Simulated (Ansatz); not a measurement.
Reading a saddle point

A first-order saddle point of ZnH$_{3}$ClO$_{2}$, closed shell, PBE0-D4/def2-TZVP, with one imaginary mode of 1083i cm⁻¹:

```
7
angstrom
Zn -0.7287 -1.0303 -0.0461
H -1.2855 0.1699 1.2019
Cl -1.3465 -2.7916 -1.0221
H -0.5189 0.6848 0.8241
O 0.5456 0.4396 0.1893
O 1.2466 1.1865 -0.7980
H 2.0874 1.3411 -0.3490
```

Computed with Ansatz 0.2.0 (basis: def2-TZVPP and def2-QZVPP); correlated methods freeze the cores. The 3s and 3p shells of Cu and Zn are frozen; filled d shells are correlated. Extrapolation: Hartree–Fock as exp(−7.88 √X), correlation as X^−2.97.

Q: Which contacts change along the imaginary mode, and what lies on either side? (Judge from chemistry; the calculation decides.)

A: By the calculation: The step is ZnHCl ([Cl][ZnH]) + H₂O₂ ([OH][OH]) → ZnHClO₂ ([OH][O][Zn][Cl]) + H₂, with the molecules in contact on both sides. Shortening one way: Zn1–O5, H2–H4; lengthening the same way: Zn1–H2, H4–O5.
```tsv
pair	one side (Å)	saddle (Å)	other side (Å)
Zn1–O5	2.25	1.96	1.80
H2–H4	3.34	1.00	0.75
Zn1–H2	1.53	1.82	2.55
H4–O5	0.97	1.26	2.49
```

Q: Which side is lower, and how far does the saddle lie above each? (Judge from chemistry; the value comes from the calculation.)

A: The calculation gives: The side with Zn1–H2, H4–O5 short is lower by 8.58 kcal/mol; the saddle lies 32.59 kcal/mol above it and 24.00 kcal/mol above the other (CCSD(T) at an estimated basis limit (MP2 extrapolated from triple and quadruple zeta, plus CCSD(T) − MP2 in triple zeta); electronic energies).

T1 diagnostic: at most 0.017.

Labels in which every atom is bracketed show which atoms are joined, not bond orders.

For scale, one of the runs: CCSD(T)/def2-TZVPP, 210 basis functions, launched by `ansatz run in.yaml --threads 4 --pin off --events-out ev --progress --plain --max-ram 9574MiB`. Hardware: 4 CPU threads of an Intel Xeon, shared host. Wall time 3 min; peak host memory 2.9 GiB.
